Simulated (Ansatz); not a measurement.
Energy difference R1 → 2 P1, each structure at its B3LYP-D3(BJ)/def2-TZVP stationary point, reached from a drawn start (curvature not checked).
P1: OH (SMILES [OH]), charge 0, multiplicity 2.
R1, H2O2 (SMILES OO) (charge 0, multiplicity 1):
```xyz
4

O     -0.6677     0.2484     0.2866
O      0.6625     0.2568    -0.2913
H     -1.1460    -0.2681    -0.3779
H      1.1512    -0.2371     0.3826
```

P less R. No zero-point or thermal terms; singlets are restricted closed shells; open shells are unrestricted; no spin–orbit coupling.

Frozen-core correlation throughout.

Programs: Ansatz (Gaussian orbitals). Each number belongs to the level named beside it.

Task: Give the reaction energy at the level CCSD(T)/cc-pVQZ.

Result: 53.3 kcal/mol

Task: What reaction energy does wB97M-V/def2-TZVPP give?

Result: 54.8 kcal/mol

Task: Give the reaction energy at the level BLYP/def2-TZVPP.

Result: 57.0 kcal/mol

Ansatz is a first-principles code.
